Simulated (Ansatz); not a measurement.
One elementary step

Start structure (AlN3H8, singlet), relaxed at PBE0-D4/def2-TZVP:

```tsv
atom	x (Å)	y (Å)	z (Å)
Al1	0.0775	-0.0293	0.6439
H2	0.8604	-0.8886	1.7489
N3	0.6500	1.6488	0.2480
N4	-1.7043	-0.3200	0.4631
H5	1.4262	-1.6984	-0.9494
N6	0.7266	-0.9755	-1.0711
H7	1.4998	2.0130	0.6522
H8	-0.0027	2.4131	0.1597
H9	-2.3451	0.4108	0.1932
H10	-2.1873	-0.9452	1.0900
H11	1.0977	-0.2494	-1.6758
H12	-0.0988	-1.3796	-1.5026
```

The step: AlN₂H₅ ([NH2][AlH][NH2]) + NH₃ → AlN₃H₆ ([NH2][Al]([NH2])[NH2]) + H₂; bonds formed: H2–H5; dative contacts that become bonds: Al1–N6; bonds broken: Al1–H2, H5–N6. Ansatz 0.2.0; basis: def2-TZVPP and def2-QZVPP; cores frozen in the correlated methods. Extrapolation: Hartree–Fock as exp(−7.88 √X), correlation as X^−2.97. Energies below are by CCSD(T) at an estimated basis limit (MP2 extrapolated from triple and quadruple zeta, plus CCSD(T) − MP2 in triple zeta).

Q: What are the electronic barrier and the energy of the step, from the start structure to the end structure? (An estimate is asked for; the value comes from the calculation.)

A: Computed: Barrier 31.12 kcal/mol; step energy 6.34 kcal/mol (uphill); reverse barrier, their difference, 24.78 kcal/mol. Barrier and step energy count from the start structure, the reverse barrier from the end structure.

The saddle point: One imaginary mode of 1250i cm⁻¹.
```
  pair  start (Å)  saddle (Å)  end (Å)
Al1–N6       2.06        1.90     1.77
 H2–H5       2.87        1.02     0.75
Al1–H2       1.60        1.83     4.27
 H5–N6       1.01        1.37     2.77
```

Zero-point energy (harmonic, PBE0-D4): ZPE is 60.15 kcal/mol at the start and 57.00 kcal/mol at the saddle, so the barrier goes from 31.12 to 27.97 kcal/mol.

T1 diagnostic: at most 0.012.

The step is the kind of exchange with an N–H group that builds nitride films in atomic layer and chemical vapour deposition.

Labels in which every atom is bracketed show which atoms are joined, not bond orders.

For scale, one of the runs: CCSD(T)/def2-TZVPP, 247 basis functions, launched by `ansatz run in.yaml --threads 4 --pin off --events-out ev --progress --plain --max-ram 9574MiB`. Time: 120 s of wall clock on 4 CPU threads of an Arm Neoverse V1; the host was shared. Peak host memory: 5.1 GiB.
